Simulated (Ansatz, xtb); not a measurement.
## Relative energy of two structures of AlFGaGeH3

Structure I is a singlet given by its coordinates and structure II is a singlet given by its coordinates. Both are isolated molecules in the gas phase, relaxed with B3LYP/6-31G*.

I (Å):

```xyz
7

Al    1.0281    0.4885   -1.5172
F     0.7097    0.0016   -3.0818
Ga   -1.3444   -0.2969    0.3147
Ge    0.8541   -1.0897    0.4661
H    -0.2454   -1.9700   -0.4471
H     1.7168    1.9219   -1.4099
H    -2.9178   -0.1849    0.1018
```

Close contacts (Å): Al1–F2 1.67, Al1–Ga3 3.10, Al1–Ge4 2.54, Ga3–Ge4 2.34, Al1–H6 1.59, Ga3–H5 2.14, Ga3–H7 1.59, Ge4–H5 1.68.

II (Å):

```xyz
7

Al   -1.5510    0.3704    0.8729
F    -2.5274   -1.0943    0.6289
Ga   -2.7005   -0.6306   -1.4644
Ge   -1.8161    1.6746   -1.2187
H    -3.1253   -2.0720   -1.9928
H    -1.0873    0.4946    2.3864
H    -2.8938    1.5487    0.1341
```

Close contacts (Å): Al1–F2 1.78, Al1–Ga3 2.79, Al1–Ge4 2.48, F2–Ga3 2.15, Ga3–Ge4 2.48, Al1–H6 1.59, Al1–H7 1.93, Ga3–H5 1.59, Ge4–H7 1.73.

Question: Estimate E(II) − E(I) at the level CCSD(T)/def2-SVP + ΔMP2/def2-TZVPP.

Answer: Too close to call at this level: CCSD(T)/def2-SVP + ΔMP2/def2-TZVPP gives E(II) − E(I) = +0.40 kcal/mol.

Level by level:

```csv
level,geometry,E(II) − E(I) (kcal/mol),departure from the last row (kcal/mol),"job, with rough time for the two"
B3LYP/6-31G*,B3LYP/6-31G*,−2.20,−2.59,"optimisation, 79 s"
HF/def2-SVP,B3LYP/6-31G*,−2.52,−2.92,part of the CCSD(T) run
MP2/def2-SVP,B3LYP/6-31G*,−1.44,−1.84,part of the CCSD(T) run
CCSD(T)/def2-SVP,B3LYP/6-31G*,−2.10,−2.50,single point
CCSD(T)/def2-SVP + ΔMP2/def2-TZVPP,B3LYP/6-31G*,+0.40,,"single point, 22 s"
```

The largest departure from CCSD(T)/def2-SVP + ΔMP2/def2-TZVPP is that of HF/def2-SVP, 2.92 kcal/mol. Levels run at GFN2-xTB geometries aren't shown. The last row adds to CCSD(T) the change of the MP2 difference between the two basis sets, here +2.50 kcal/mol.

With harmonic frequencies from B3LYP/6-31G* (ideal gas, rigid rotor, one conformer each, 298.15 K, 1 atm): on the last row, ΔE + ΔZPE = +0.64 kcal/mol. A mode under 50 cm⁻¹ makes harmonic enthalpies and free energies unreliable, so none is given.

The correlated steps freeze 24 core orbitals; the filled d shell of Ga and Ge is correlated, in a basis made for valence electrons. Run with Ansatz 0.2.0; the last row on 2 threads of Intel(R) Xeon(R) 6975P-C (Granite Rapids) on a shared host.
